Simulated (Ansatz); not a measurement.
A run for Ansatz (a quantum-chemistry and plane-wave program): R-PBE0/def2-TZVPP on H2OSeTe (SMILES O[Te][SeH]), a point of a torsion scan. Elements past Kr take the def2 small-core potentials; no spin–orbit coupling.

Ansatz 0.2 input:
```yaml
crystal:
  periodic: [false, false, false]
  atoms:
    - {symbol: O, position_ang: [-1.31103919, 0.57252471, -0.27931078]}
    - {symbol: Te, position_ang: [-0.26697648, -0.96982835, -0.95085749]}
    - {symbol: Se, position_ang: [1.68488606, -0.62490835, 0.61290032]}
    - {symbol: H, position_ang: [-1.93245304, 0.30674705, 0.39940099]}
    - {symbol: H, position_ang: [0.89535078, -0.05127575, 1.67219996]}
basis:
  gaussian:
    orbitals: def2-TZVPP
hamiltonian:
  xc: {name: PBE0}
scf: {lower_state_search: off}
```

The log:

```
WARN ansatz: RAYON_NUM_THREADS=1 ignored (pool sized by the plan → 1); use --threads N
Functional definition: PBE0
these checks for a lower state are left out or cut short: stability, starts, cluster_reference, orbital_swaps, neighbouring_geometries, increment
integrals: 0.08 GiB planned
1119 factors; their error is unknown
mean field: 0.71 GiB planned
mean field evaluation 1: about -74708.6395 eV, gradient 5.3e1 eV
mean field evaluation 2: about -74668.9545 eV, gradient 1.4e2 eV
mean field evaluation 4: about -74713.2361 eV, gradient 1.1e1 eV
mean field evaluation 8: about -74713.4885 eV, gradient 2.0e-1 eV
mean field evaluation 16: about -74714.0543 eV, gradient 9.2e-4 eV
mean field -74714.05426733 eV, -2745.6908513195 hartree, gradient 7.7e-6 eV, S^2 0.000000; 0 other end points of the search recorded, 0 dependent functions left out
reference -74714.05429248 eV, -2745.6908522436 hartree; 34, 34 occupied and 123, 123 virtual orbitals, 1119 factors
Total energy: -74714.05429248 eV, -2745.6908522436 hartree
Checks for a lower state left out: stability, starts, cluster_reference, orbital_swaps, neighbouring_geometries, increment
```

The run converged.

Cost: about 3 core-seconds (a rough figure).
